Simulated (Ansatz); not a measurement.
Reaction (formal exchange of groups at the Si–N bond): `O[Si@@H](Cl)N[Si@@H](O)Cl` + `O[SiH](O)O` → `O[SiH](Cl)[Si](O)(O)O` + `N[SiH](O)Cl`

Program: Ansatz. Geometries: PBE0-D4/def2-TZVP. ΔE: electronic, gas phase. CBS: MP2 limit from def2 TZ/QZ plus the TZ coupled-cluster correction, frozen cores. DFT in def2-TZVPP. B3LYP here is the variant with VWN-RPA as its local correlation; programs differ in this. One conformer a species, not always the lowest.

`O[Si@@H](Cl)N[Si@@H](O)Cl`:

Cartesian coordinates in Å:
```
O -1.254 -0.840 -1.651
Si 0.364 -0.679 -1.574
Cl 1.126 0.540 -3.042
N 0.786 0.022 -0.067
Si -0.207 0.158 1.310
O 0.745 0.765 2.486
Cl -1.793 1.457 0.999
H -1.797 -0.063 -1.493
H 0.912 -2.024 -1.806
H 1.636 0.570 -0.033
H -0.844 -1.125 1.653
H 0.326 1.219 3.219
```

`O[SiH](O)O`:

Z-matrix (Å, degrees):
```
Si
O 1 1.641
O 1 1.633 2 105.0
O 1 1.630 2 114.4 3 -119.5
H 1 1.476 2 110.6 3 122.9
H 2 0.958 1 117.9 3 -173.6
H 3 0.958 1 116.6 2 25.4
H 4 0.959 1 117.6 2 72.3
```

`O[SiH](Cl)[Si](O)(O)O`:

```xyz
12

O    -2.000    0.192    1.084
Si   -1.332    0.325   -0.416
Cl   -2.023   -1.201   -1.635
Si    0.953    0.002   -0.038
O     1.090   -1.045    1.218
O     1.777   -0.659   -1.284
O     1.580    1.484    0.229
H    -2.948    0.305    1.178
H    -1.774    1.575   -1.085
H     0.449   -0.949    1.927
H     1.695   -1.607   -1.406
H     2.535    1.579    0.228
```

`N[SiH](O)Cl`:

Z-matrix (Å, degrees):
```
Si
O 1 1.631
Cl 1 2.058 2 112.6
N 1 1.700 2 111.2 3 116.8
H 1 1.474 2 103.8 3 -116.0
H 2 0.960 1 116.7 3 -67.6
H 4 1.006 1 120.7 2 -147.4
H 4 1.007 1 121.4 2 60.6
```

(1) Is it downhill or uphill in electronic energy at CCSD(T)/CBS, and by how much? (An estimate is asked.)

(2) What do these levels give: PBE-D4, r2SCAN-D4, B3LYP-D4, ωB97M-V, B2PLYP, PBE, SCS-MP2/def2-TZVPP, HF/def2-QZVPP, MP2/def2-QZVPP, SCS-MP2/def2-QZVPP, HF/CBS(def2), MP2/CBS(def2)? (An estimate is asked.)

Largest T1 diagnostic among the species: 0.012.

Results:

(1) The calculation gave: Uphill: ΔE = +96.9 kJ/mol.

(2) Computed: PBE-D4 72.8, r2SCAN-D4 91.7, B3LYP-D4 89.7, ωB97M-V 98.7, B2PLYP 95.5, PBE 71.7, SCS-MP2/def2-TZVPP 105.1, HF/def2-QZVPP 110.1, MP2/def2-QZVPP 105.0, SCS-MP2/def2-QZVPP 104.4, HF/CBS(def2) 110.3, MP2/CBS(def2) 103.7 kJ/mol.

In def2-TZVPP, CCSD(T) changes the Hartree–Fock value by −10.1 kJ/mol (the triples alone add −1.4 kJ/mol) and MP2 by −3.2 kJ/mol. From PBE to PBE0 (25 % exact exchange), in def2-TZVPP and without D4, ΔE moves by +9.5 kJ/mol.
